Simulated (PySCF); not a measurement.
# How methods differ on the excitation energy of In+

In+ [Kr] 4d10 5s2 (1S) → In+ [Kr] 4d10 5s1 5p1, s spin flipped, as a difference of total energies. Calculation: PySCF 2.14, in x2c-QZVPPall (13s9p7d4f1g, 112 functions); the spin-free X2C one-electron Hamiltonian (Gaussian nucleus). Correlated levels: valence: [Kr] 4d10 frozen. The calculations carry no spin-orbit coupling.

```csv
method,excitation energy (eV)
UHF,5.933
MP2 (valence),6.024
SCS-MP2 (valence),6.042
```

Q: How much does correlation contribute at MP2 (valence)?

A: 6.024 − (5.933) = 0.091 eV, measured against UHF.

The upper determinant mixes two multiplicities, so it lies between the two terms.

The basis was made for the ground configuration and has no added diffuse functions, so the excitation energy can come out too high.

The coupled-cluster amplitudes are large for the upper state (T1 above 0.03 or a double amplitude above 0.15), so a single reference is strained.
